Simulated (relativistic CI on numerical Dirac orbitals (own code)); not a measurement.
Method of calculation: Dirac-Coulomb-Breit CI, KLI orbitals optimised for each configuration, a model potential for QED, unscaled Slater integrals (own radial code, finite nucleus).

The strongest absorption lines from the ground level of an ion, among the configurations computed and to levels below about 627 eV (vacuum wavelength in Å, gf): 33.084 (0.47), 33.773 (1), 34.023 (0.04), 39.271 (0.16), 40.253 (0.2), 102.75 (2.5), 131.56 (0.03), 152.15 (0.00065).

Question: Which ion is it?
A. Ge XV
B. Sr XXI
C. Zn XIII
D. Se XVII

Answer: D. Se XVII has 18 electrons and the ground level 3s2.3p6 1S_0; the strongest line goes to 3s2.3p5.3d 1P°_1. The pattern of lines fixes the number of electrons, and along that sequence the line energies rise steadily with the charge (about as its square where n changes within one kind of shell, about linearly where n is kept but much faster in heavy ions where fine structure, which grows about as Z⁴, sets the gap, and irregularly where shells cross), which fixes Z. Configurations outside the model, such as inner-shell arrays, can give stronger lines. At this charge energies of transitions that change n are usually good to better than 1 %, and those within a shell (Δn = 0) to a few per cent.

LS names give the leading component of a level, which can be under half, so a name can repeat, a term be missing and a line seem to break the LS rules.
